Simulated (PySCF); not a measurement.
Work out the structure from these simulated measurements.

Elements present: C, H, N, O and Si. Monoisotopic mass: 177.0461 u.

| Property | Result |
| --- | --- |
| Dipole | 1.39 D [PBE0/pcSseg-1] |
| NMR, other nuclei | isotropic shieldings of nuclei other than C and H, by class: 245 (1 N), 278 (1 O), 359 (1 Si), 376 (1 Si), 407 (1 Si) ppm [GIAO PBE0/pcSseg-1] |
| Rotational structure | rotational constants A, B, C: 1.067, 0.742, 0.658 GHz [GFN2-xTB] |
| 13C NMR | chemical shifts (computed TMS as zero) by class: 151.0 (1 C), 141.5 (1 C), 12.6 (1 C), 9.2 (1 C) ppm [GIAO PBE0/pcSseg-1] |
| 1H NMR | chemical shifts (computed TMS as zero) by class: 6.95 (1 H), 6.62 (1 H), 6.21 (1 H), 5.36 (1 H), 5.05 (1 H), 4.95 (1 H), 4.72 (3 H), 2.05 (1 H), 1.43 (1 H), 1.12 (3 H), 0.97 (1 H) ppm [GIAO PBE0/pcSseg-1] |

Gas-phase values; electronic properties from PySCF, density fitting. Levels stand in brackets. The structure is a single GFN2-xTB conformer in the gas phase; no vibrational or solvent corrections. Each NMR value is the plain mean over a class of atoms that symmetry, rotation or inversion makes alike.

Task: Which formula fits the mass and the elements?

Result: C4H15NOSi3 (calculated 177.0461). No other formula that holds each of these elements comes within 0.0003 u with a fitting electron parity and a possible valence count.

Task: What is the compound? Reason from the data.

Result: Numbering: `[CH2:1]=[CH:2][Si@@H:3]([CH2:4][CH3:5])[N:6]([SiH3:7])[SiH2:8][OH:9]`. Its formula, C4H15NOSi3, gives 1 degree of unsaturation: 0 rings and 1 π bond in the structure found. 4 carbons fall into 4 classes; from least to most shielded: alkene CH carbon [C2] (151.0 ppm), terminal =CH2 carbon [C1] (141.5 ppm), sp3 carbon bound to silicon [C4] (12.6 ppm), methyl carbon [C5] (9.2 ppm). Hydrogen classes from least to most shielded: 1 H on an alkene CH carbon, C2 (6.95 ppm), 1 H on a terminal =CH2 carbon, C1 (6.62 ppm), 1 H on a terminal =CH2 carbon, C1 (6.21 ppm), 1 H on an oxygen-bound silicon, Si8 (5.36 ppm), 1 H on an SiH silicon, Si3 (5.05 ppm), 1 H on an oxygen-bound silicon, Si8 (4.95 ppm), 3 H on an SiH3 silicon, Si7 (4.72 ppm), 1 H on a silanol oxygen, O9 (2.05 ppm), 1 H on an sp3 carbon bound to silicon, C4 (1.43 ppm), 3 H on a methyl carbon, C5 (1.12 ppm, a mean of values up to 0.5 ppm apart in this geometry), 1 H on an sp3 carbon bound to silicon, C4 (0.97 ppm). The other shieldings belong to: 245 ppm, nitrogen bridging silicon atoms [N6]; 278 ppm, silanol oxygen [O9]; 359 ppm, SiH silicon [Si3]; 376 ppm, oxygen-bound silicon [Si8]; 407 ppm, SiH3 silicon [Si7]. The optimised geometry has point group C1 and is an asymmetric top. Structure: `N([SiH2]O)([SiH3])[Si@@H](C=C)CC`. Computed isomers that give other values at the same levels: `CO[C@@H]1[SiH2]C[SiH2]C[Si@H]1N` (13C chemical shifts (computed TMS as zero) by class: 68.9 (1 C), 63.4 (1 C), -2.2 (1 C), -10.5 (1 C) ppm); `CO[C@@H]1[SiH2]C[SiH2]C[Si@@H]1N` (13C chemical shifts (computed TMS as zero) by class: 66.7 (1 C), 62.4 (1 C), -0.2 (1 C), -12.4 (1 C) ppm); `CN[Si@@H]1C[SiH2]C[Si@H](O)C1` (13C chemical shifts (computed TMS as zero) by class: 30.7 (1 C), 7.2 (1 C), 1.8 (1 C), -4.3 (1 C) ppm). The assignments are read from this structure; whether some other isomer fits the data as well wasn't checked. The mirror image fits equally.
